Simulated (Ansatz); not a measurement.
The same path of BrH + FH4NO2Zr (11 atoms, charge 0, multiplicity 1) was run 3 times with different band settings. Lost on the way: Br10–H11. Made: Zr1–Br10, F2–H11.

Level of theory: RHF/def2-SVP in Ansatz.

Relaxed end points:

```xyz
11
Properties=species:S:1:pos:R:3
Zr -0.107 -0.179 -0.515
F 0.417 0.513 1.236
O 1.505 -0.508 -1.511
H 2.289 -0.578 -2.024
O -1.317 1.094 -1.299
H -1.831 1.762 -1.714
N -1.096 -1.953 -0.288
H -2.090 -2.065 -0.179
H -0.677 -2.867 -0.284
Br 1.728 2.520 3.667
H 1.155 1.625 2.733
```

```xyz
11
Properties=species:S:1:pos:R:3
Zr 0.342 0.111 -0.264
F -1.114 0.696 1.763
O 1.595 -0.472 -1.580
H 2.231 -0.609 -2.259
O -0.776 1.443 -1.082
H -1.421 2.000 -1.479
N -0.583 -1.648 0.183
H -1.376 -1.767 0.789
H -0.351 -2.535 -0.230
Br 1.932 1.117 1.626
H -0.505 1.031 2.357
```

Common settings: spring 5.0 eV/Å²; optimiser quadratic models (default); start path through a guess of the saddle point; force threshold 0.05 eV/Å; iteration limit 60; end points relaxed.

| run | movable images | climbing image |
| --- | --- | --- |
| 1 | 5 | yes |
| 2 | 4 | no |
| 3 | 8 | no |

(1) What does each run give, and how far can it be trusted?

Results:

(1) Run 1: converged after 22 iterations, highest image 0.696 eV above the first end. A vibrational analysis at the climbing image gives one clearly imaginary mode, 996i cm⁻¹: a first-order saddle point.
Run 2: converged after 27 iterations, highest image 0.333 eV above the first end. No image climbed, so the highest image needn't sit at the top of the path. A band with more images between the same ends climbed to 0.70 eV, so this one has probably stepped over the top.
Run 3: converged after 46 iterations, highest image 0.433 eV above the first end. No image climbed, so the highest image needn't sit at the top of the path.
The orbitals stay closed-shell, which can raise the energy where a bond breaks towards radicals; this wasn't checked here.
